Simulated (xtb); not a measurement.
A run for xtb: GFN2-xTB on SiH4 (SMILES [SiH4]).

```
$ xtb mol.xyz --gfn 2 --sp --chrg 0 --uhf 0
5

Si     0.00000000    -0.00000000    -0.00000000
H      0.85467615     0.85467615     0.85467615
H     -0.85467615    -0.85467615     0.85467615
H     -0.85467615     0.85467615    -0.85467615
H      0.85467615    -0.85467615    -0.85467615
```

It printed:

```
[...]
           -------------------------------------------------
          |                Calculation Setup                |
           -------------------------------------------------



           -------------------------------------------------
          |                 G F N 2 - x T B                 |
           -------------------------------------------------

        Reference                      10.1021/acs.jctc.8b01176
      * Hamiltonian:
        H0-scaling (s, p, d)           1.850000    2.230000    2.230000
        zeta-weighting                 0.500000
      * Dispersion:
        s8                             2.700000
        a1                             0.520000
        a2                             5.000000
        s9                             5.000000
      * Repulsion:
        kExp                           1.500000    1.000000
        rExp                           1.000000
      * Coulomb:
        alpha                          2.000000
        third order                    shell-resolved
        anisotropic                    true
        a3                             3.000000
        a5                             4.000000
        cn-shift                       1.200000
        cn-exp                         4.000000
        max-rad                        5.000000


          ...................................................
          :                      SETUP                      :
          :.................................................:
          :  # basis functions                  14          :
          :  # atomic orbitals                  13          :
          :  # shells                            7          :
          :  # electrons                         8          :
          :  max. iterations                   250          :
          :  Hamiltonian                  GFN2-xTB          :
          :  restarted?                      false          :
          :  GBSA solvation                  false          :
          :  PC potential                    false          :
          :  electronic temp.          300.0000000     K    :
          :  accuracy                    1.0000000          :
          :  -> integral cutoff          0.2500000E+02      :
          :  -> integral neglect         0.1000000E-07      :
          :  -> SCF convergence          0.1000000E-05 Eh   :
          :  -> wf. convergence          0.1000000E-03 e    :
          :  Broyden damping             0.4000000          :
          :  net charge                          0          :
          :  unpaired electrons                  0          :
          ...................................................

 iter      E             dE          RMSdq      gap      omega  full diag
   1     -3.7176022 -0.371760E+01  0.566E+00    7.97       0.0  T
   2     -3.7952031 -0.776009E-01  0.164E+00    6.64       1.0  T
   3     -3.7954941 -0.290974E-03  0.695E-01    6.60       1.0  T
   4     -3.7955278 -0.336685E-04  0.878E-02    6.63       1.0  T
   5     -3.7955245  0.333492E-05  0.563E-02    6.64       1.0  T
   6     -3.7955309 -0.649379E-05  0.425E-03    6.63      10.5  T
   7     -3.7955308  0.145241E-06  0.109E-02    6.63       4.1  T
   8     -3.7955310 -0.165949E-06  0.170E-04    6.63     262.6  T
   9     -3.7955310 -0.266041E-10  0.329E-06    6.63   13599.8  T

   *** convergence criteria satisfied after 9 iterations ***

         #    Occupation            Energy/Eh            Energy/eV
      -------------------------------------------------------------
         1        2.0000           -0.7055813             -19.1998
         2        2.0000           -0.4262161             -11.5979
         3        2.0000           -0.4262161             -11.5979
         4        2.0000           -0.4262161             -11.5979 (HOMO)
         5                         -0.1826064              -4.9690 (LUMO)
         6                         -0.1826064              -4.9690
         7                         -0.1826064              -4.9690
         8                         -0.0954002              -2.5960
         9                         -0.0954002              -2.5960
       ...                                ...                  ...
        13                          0.6325613              17.2129
      -------------------------------------------------------------
                  HL-Gap            0.2436097 Eh            6.6290 eV
             Fermi-level           -0.3044113 Eh           -8.2835 eV

 SCC (total)                   0 d,  0 h,  0 min,  0.003 sec
 SCC setup                      ...        0 min,  0.000 sec (  4.831%)
 Dispersion                     ...        0 min,  0.000 sec (  1.324%)
 classical contributions        ...        0 min,  0.000 sec (  0.916%)
 integral evaluation            ...        0 min,  0.000 sec ( 15.078%)
 iterations                     ...        0 min,  0.002 sec ( 56.996%)
 molecular gradient             ...        0 min,  0.000 sec ( 15.216%)
 printout                       ...        0 min,  0.000 sec (  5.162%)

         :::::::::::::::::::::::::::::::::::::::::::::::::::::
         ::                     SUMMARY                     ::
         :::::::::::::::::::::::::::::::::::::::::::::::::::::
         :: total energy              -3.763364499199 Eh    ::
         :: gradient norm              0.013857781355 Eh/a0 ::
         :: HOMO-LUMO gap              6.628956684672 eV    ::
         ::.................................................::
         :: SCC energy                -3.795530917190 Eh    ::
         :: -> isotropic ES            0.009639904798 Eh    ::
         :: -> anisotropic ES          0.003647459267 Eh    ::
         :: -> anisotropic XC          0.004674336535 Eh    ::
         :: -> dispersion             -0.001522297746 Eh    ::
         :: repulsion energy           0.032166417991 Eh    ::
         :: add. restraining           0.000000000000 Eh    ::
         :: total charge               0.000000000000 e     ::
         :::::::::::::::::::::::::::::::::::::::::::::::::::::

           -------------------------------------------------
          |                Property Printout                |
           -------------------------------------------------

    * Orbital Energies and Occupations

         #    Occupation            Energy/Eh            Energy/eV
      -------------------------------------------------------------
         1        2.0000           -0.7055813             -19.1998
         2        2.0000           -0.4262161             -11.5979
         3        2.0000           -0.4262161             -11.5979
         4        2.0000           -0.4262161             -11.5979 (HOMO)
         5                         -0.1826064              -4.9690 (LUMO)
         6                         -0.1826064              -4.9690
         7                         -0.1826064              -4.9690
         8                         -0.0954002              -2.5960
         9                         -0.0954002              -2.5960
        10                          0.3856448              10.4939
        11                          0.6325613              17.2129
        12                          0.6325613              17.2129
        13                          0.6325613              17.2129
      -------------------------------------------------------------
                  HL-Gap            0.2436097 Eh            6.6290 eV
             Fermi-level           -0.3044113 Eh           -8.2835 eV

     #   Z          covCN         q      C6AA      α(0)
     1  14 Si       3.653     0.440    98.985    19.073
     2   1 H        0.913    -0.110     5.930     3.809
     3   1 H        0.913    -0.110     5.930     3.809
     4   1 H        0.913    -0.110     5.930     3.809
Note: The following floating-point exceptions are signalling: IEEE_DENORMAL
normal termination of xtb
     5   1 H        0.913    -0.110     5.930     3.809

 Mol. C6AA /au·bohr⁶  :        383.711320
 Mol. C8AA /au·bohr⁸  :      13809.493515
 Mol. α(0) /au        :         34.309010


Wiberg/Mayer (AO) data.
largest (>0.10) Wiberg bond orders for each atom

 ---------------------------------------------------------------------------
     #   Z sym  total        # sym  WBO       # sym  WBO       # sym  WBO
 ---------------------------------------------------------------------------
     1  14 Si   3.620 --     4 H    0.905     3 H    0.905     5 H    0.905
                             2 H    0.905
     2   1 H    0.988 --     1 Si   0.905
     3   1 H    0.988 --     1 Si   0.905
     4   1 H    0.988 --     1 Si   0.905
     5   1 H    0.988 --     1 Si   0.905
 ---------------------------------------------------------------------------

Topologies differ in total number of bonds
Writing topology from bond orders to xtbtopo.mol

molecular dipole:
                 x           y           z       tot (Debye)
 q only:       -0.000       0.000       0.000
   full:        0.000      -0.000      -0.000       0.000
molecular quadrupole (traceless):
                xx          xy          yy          xz          yz          zz
 q only:        0.000       0.000       0.000       0.000      -0.000       0.000
  q+dip:       -0.000       0.000       0.000       0.000      -0.000       0.000
   full:       -0.000       0.000       0.000       0.000       0.000      -0.000


           -------------------------------------------------
          | TOTAL ENERGY               -3.763364499199 Eh   |
          | GRADIENT NORM               0.013857781355 Eh/α |
          | HOMO-LUMO GAP               6.628956684672 eV   |
           -------------------------------------------------

------------------------------------------------------------------------
------------------------------------------------------------------------
 total:
 SCF:
```

The run finished.

Cost: very roughly 0.05 core-seconds.
